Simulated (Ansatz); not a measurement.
Frontier orbitals of F₂H₂MoO₃, SMILES `[O]=[Mo]([OH])([OH])([F])[F]`.

The species carries charge 0 and has multiplicity 1. Correlated methods include outer-core shells of Mo, which these sets cover unevenly. Mo takes the def2 core potential. Geometry: relaxed with PBE0-D4/def2-TZVP. It is one conformer, not always the lowest. Basis def2-TZVPP, Ansatz.

```csv
functional,HOMO (eV),LUMO (eV),gap (eV)
LDA (SPW92),-8.35,-4.90,3.45
PBE,-8.09,-4.64,3.45
B97M-V,-8.57,-4.69,3.88
PBE0,-9.80,-4.01,5.79
ωB97M-V,-12.18,-1.81,10.37
HF,-14.16,-0.44,13.72
```

Against PBE, PBE0 changes HOMO and LUMO by −1.71 and +0.63 eV, ωB97M-V by −4.09 and +2.84 eV. A gap of 3.45 eV thus becomes 10.37 eV for the same molecule, so an orbital gap means little without its functional.
